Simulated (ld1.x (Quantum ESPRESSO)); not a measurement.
PBE PAW dataset for F, scalar-relativistic all-electron reference.

The input file (ld1.x (Quantum ESPRESSO) 7.5):

```
&input
   title='F', zed=9., rel=1, dft='PBE', iswitch=3,
   config='[He] 2s2 2p5 3d-2',
   nld=3, rlderiv=1.75, eminld=-4.0, emaxld=5.0, deld=0.02
 /
 &inputp
   pseudotype=3, lpaw=.true., tm=.true., lloc=-1, rcloc=1.10,
   nlcc=.true., new_core_ps=.true.,
   which_augfun='BESSEL', rmatch_augfun=0.60,
   file_pseudopw='F.UPF', file_wfcaegen='ae.wfc', file_wfcncgen='nc.wfc', file_beta='beta', file_chi='chi', file_wfcusgen='us.wfc'
 /
6
2S  1  0   2.00   0.00  0.60  0.70  0.0
2S  1  0   0.00  -1.65  0.60  0.70  0.0
2P  2  1   5.00   0.00  1.25  1.55  0.0
2P  2  1   0.00   4.00  1.25  1.55  0.0
3D  3  2  -2.00   0.20  1.35  1.60  0.0
3D  3  2  -2.00   1.70  1.35  1.60  0.0
 &test
   configts(1)='2s2 2p5'
 /
```

Command:

```bash
ld1.x < F.in > F.out
```

Output (shortened: banner, matrices, multipoles, cross overlaps and the repeated all-electron block are left out):

```
Program LD1 v.7.5
     --------------------------- All-electron run ----------------------------

     F
     scalar relativistic calculation

     atomic number is  9.00
     dft =PBE   lsd =0 sic =0 latt =0  beta=0.20 tr2=1.0E-14
     Exchange-correlation= PBE
                           (   1   4   3   4   0   0   0)
     mesh =1105 r(mesh) =  99.76081 a.u. xmin = -7.00 dx = 0.01250
     1 Ry =  13.60569312 eV, c = 137.03599908

     n l     nl                  e(Ry)          e(Ha)          e(eV)
     1 0     1S 1( 2.00)       -48.7570       -24.3785      -663.3734
     2 0     2S 1( 2.00)        -2.1976        -1.0988       -29.8996
     2 1     2P 1( 5.00)        -0.8167        -0.4083       -11.1117

     final scf error:  7.2E-15 reached in  26 iterations

     Etot =    -199.489330 Ry,     -99.744665 Ha,   -2714.190601 eV

     Ekin =     199.322998 Ry,      99.661499 Ha,    2711.927537 eV
     Encl =    -477.724055 Ry,    -238.862027 Ha,   -6499.766885 eV
     Eh   =      99.339620 Ry,      49.669810 Ha,    1351.584389 eV
     Exc  =     -20.427893 Ry,     -10.213946 Ha,    -277.935642 eV

     normalization and overlap integrals

     s(1S/1S) =  1.000000  <r> =   0.1763  <r2> =    0.0420  r(max) =   0.1139
     s(2S/2S) =  1.000000  <r> =   1.0034  <r2> =    1.2282  r(max) =   0.7617
     s(2P/2P) =  1.000000  <r> =   1.1050  <r2> =    1.6384  r(max) =   0.7066

     ------------------------ End of All-electron run ------------------------

     --------------------- Generating PAW atomic setup --------------------

      Generating local potential from pseudized AE potential:
      Matching radius rcloc =   1.1000

      Local pseudo, rcloc= 1.108 Estimated cut-off energy=    20.15 Ry

      Computing core charge for nlcc:

       r > 0.28 : true rho core
      Core charge pseudized with two Bessel functions
      Integrated core pseudo-charge :   1.45
      Wfc-us  2S rcutus= 0.707  Estimated cut-off energy=    87.37 Ry
      Wfc-us  2S rcutus= 0.707  Estimated cut-off energy=    88.22 Ry
      Wfc-us  2P rcutus= 1.534  Estimated cut-off energy=    33.88 Ry
      Wfc-us  2P rcutus= 1.534  Estimated cut-off energy=    28.78 Ry
      Wfc-us  3D rcutus= 1.612  Estimated cut-off energy=    38.97 Ry
      Wfc-us  3D rcutus= 1.612  Estimated cut-off energy=    40.41 Ry

     Required augmentation: BESSEL   radius:    0.600000
     Suggested rho cutoff for augmentation: 275.19 Ry

     Estimated PAW energy =  -59.076593 Ryd

     ------------------- End of pseudopotential generation -------------------

     Computing logarithmic derivative in   1.74900
     Computing logarithmic derivative in   1.74900
     Computing the partial wave expansion
     R is outside the sphere for l=    0 j= 0.00
     R is outside the sphere for l=    0 j= 0.00
     R is outside the sphere for l=    1 j= 0.00
     R is outside the sphere for l=    1 j= 0.00
     R is outside the sphere for l=    2 j= 0.00
     R is outside the sphere for l=    2 j= 0.00

     ---------------------- Testing the pseudopotential ----------------------

     F
     scalar relativistic calculation

     atomic number is  9.00   valence charge is  7.00
     dft = SLA  PW   PBX  PBC   lsd =0 sic =0 latt =0  beta=0.20 tr2=1.0E-14
     mesh =1105 r(mesh) =  99.76081 xmin = -7.00 dx = 0.01250

     n l     nl             e AE (Ry)        e PS (Ry)    De AE-PS (Ry)
     1 0     2S   1( 2.00)       -2.19758       -2.19760        0.00001
     2 1     2P   1( 5.00)       -0.81670       -0.81670        0.00000

     eps = 5.3E-15  iter =  4

     Etot =    -199.489330 Ry,     -99.744665 Ha,   -2714.190601 eV
     Etotps =   -59.076625 Ry,     -29.538312 Ha,    -803.778428 eV

     Ekin =      50.391718 Ry,      25.195859 Ha,     685.614257 eV
     Encl =    -131.495771 Ry,     -65.747886 Ha,   -1789.091113 eV
     Ehrt =      42.455317 Ry,      21.227658 Ha,     577.634012 eV
     Ecxc =     -20.427889 Ry,     -10.213944 Ha,    -277.935584 eV
     (Ecc =      -5.689541 Ry,      -2.844770 Ha,     -77.410143 eV)

     ---------------------- End of pseudopotential test ----------------------
```

Generation and configuration tests took about 3.4 s on one core of a shared server CPU.

Transferability test of the new file with ld1.x, input:

```
&input
   title='F', zed=9., rel=1, dft='PBE', iswitch=2,
   config='[He] 2s2 2p5 3d-2'
 /
 &test
   file_pseudo='F.UPF', nconf=8,
   configts(1)='2s2 2p5',
   configts(2)='2s2 2p4',
   configts(3)='2s2 2p3',
   configts(4)='2s2 2p2',
   configts(5)='2s2 2p4.5',
   configts(6)='2s2 2p1',
   configts(7)='2s1 2p5',
   configts(8)='2s2 2p5.3'
 /
```

```bash
ld1.x < F.test.in > F.test.out
```

Pseudopotential blocks of its output, shortened (energy terms left out):

```
     ---------------------- Testing the pseudopotential ----------------------

     n l     nl             e AE (Ry)        e PS (Ry)    De AE-PS (Ry)
     1 0     2S   1( 2.00)       -2.19758       -2.19760        0.00001
     2 1     2P   1( 5.00)       -0.81670       -0.81670        0.00000

     eps = 5.3E-15  iter =  4

     Etot =    -199.489330 Ry,     -99.744665 Ha,   -2714.190600 eV
     Etotps =   -59.076625 Ry,     -29.538312 Ha,    -803.778428 eV

     ---------------------- End of pseudopotential test ----------------------

          ---------------------- Testing the pseudopotential ----------------------

     n l     nl             e AE (Ry)        e PS (Ry)    De AE-PS (Ry)
     1 0     2S   1( 2.00)       -3.48292       -3.48365        0.00073
     2 1     2P   1( 4.00)       -2.08065       -2.08007       -0.00059

     eps = 2.4E-15  iter = 15

     Etot =    -198.064175 Ry,     -99.032087 Ha,   -2694.800379 eV
     Etotps =   -57.651788 Ry,     -28.825894 Ha,    -784.392533 eV
     dEtot_ae =       1.425155 Ry
     dEtot_ps =       1.424837 Ry,   Delta E=       0.000318 Ry

     ---------------------- End of pseudopotential test ----------------------

          ---------------------- Testing the pseudopotential ----------------------

     n l     nl             e AE (Ry)        e PS (Ry)    De AE-PS (Ry)
     1 0     2S   1( 2.00)       -4.99731       -5.00109        0.00377
     2 1     2P   1( 3.00)       -3.60167       -3.60320        0.00153

     eps = 6.9E-15  iter = 11

     Etot =    -195.242940 Ry,     -97.621470 Ha,   -2656.415526 eV
     Etotps =   -54.830232 Ry,     -27.415116 Ha,    -746.003309 eV
     dEtot_ae =       4.246390 Ry
     dEtot_ps =       4.246393 Ry,   Delta E=      -0.000003 Ry

     ---------------------- End of pseudopotential test ----------------------

          ---------------------- Testing the pseudopotential ----------------------

     n l     nl             e AE (Ry)        e PS (Ry)    De AE-PS (Ry)
     1 0     2S   1( 2.00)       -6.70364       -6.71396        0.01032  !
     2 1     2P   1( 2.00)       -5.34782       -5.35280        0.00498

     eps = 7.9E-15  iter = 10

     Etot =    -190.786158 Ry,     -95.393079 Ha,   -2595.777923 eV
     Etotps =   -50.369804 Ry,     -25.184902 Ha,    -685.316092 eV
     dEtot_ae =       8.703171 Ry
     dEtot_ps =       8.706821 Ry,   Delta E=      -0.003650 Ry

     ---------------------- End of pseudopotential test ----------------------

          ---------------------- Testing the pseudopotential ----------------------

     n l     nl             e AE (Ry)        e PS (Ry)    De AE-PS (Ry)
     1 0     2S   1( 2.00)       -2.80814       -2.80838        0.00024
     2 1     2P   1( 4.50)       -1.41356       -1.41309       -0.00047

     eps = 3.9E-16  iter = 10

     Etot =    -198.934914 Ry,     -99.467457 Ha,   -2706.647396 eV
     Etotps =   -58.522290 Ry,     -29.261145 Ha,    -796.236313 eV
     dEtot_ae =       0.554415 Ry
     dEtot_ps =       0.554335 Ry,   Delta E=       0.000080 Ry

     ---------------------- End of pseudopotential test ----------------------

          ---------------------- Testing the pseudopotential ----------------------

     n l     nl             e AE (Ry)        e PS (Ry)    De AE-PS (Ry)
     1 0     2S   1( 2.00)       -8.57765       -8.59601        0.01836  !
     2 1     2P   1( 1.00)       -7.29740       -7.29396       -0.00344

     eps = 1.6E-15  iter =  9

     Etot =    -184.479831 Ry,     -92.239915 Ha,   -2509.975963 eV
     Etotps =   -44.060448 Ry,     -22.030224 Ha,    -599.472941 eV
     dEtot_ae =      15.009499 Ry
     dEtot_ps =      15.016176 Ry,   Delta E=      -0.006677 Ry

     ---------------------- End of pseudopotential test ----------------------

          ---------------------- Testing the pseudopotential ----------------------

     n l     nl             e AE (Ry)        e PS (Ry)    De AE-PS (Ry)
     1 0     2S   1( 1.00)       -3.49542       -3.49488       -0.00054
     2 1     2P   1( 5.00)       -2.08974       -2.08972       -0.00002

     eps = 2.4E-15  iter = 14

     Etot =    -196.660171 Ry,     -98.330085 Ha,   -2675.697933 eV
     Etotps =   -56.247838 Ry,     -28.123919 Ha,    -765.290823 eV
     dEtot_ae =       2.829159 Ry
     dEtot_ps =       2.828787 Ry,   Delta E=       0.000372 Ry

     ---------------------- End of pseudopotential test ----------------------

          ---------------------- Testing the pseudopotential ----------------------

     n l     nl             e AE (Ry)        e PS (Ry)    De AE-PS (Ry)
     1 0     2S   1( 2.00)       -1.86725       -1.86711       -0.00014
     2 1     2P   1( 5.30)       -0.49676       -0.49704        0.00028

     eps = 7.8E-15  iter = 11

     Etot =    -199.685554 Ry,     -99.842777 Ha,   -2716.860368 eV
     Etotps =   -59.272912 Ry,     -29.636456 Ha,    -806.449053 eV
     dEtot_ae =      -0.196224 Ry
     dEtot_ps =      -0.196287 Ry,   Delta E=       0.000063 Ry

     ---------------------- End of pseudopotential test ----------------------
```
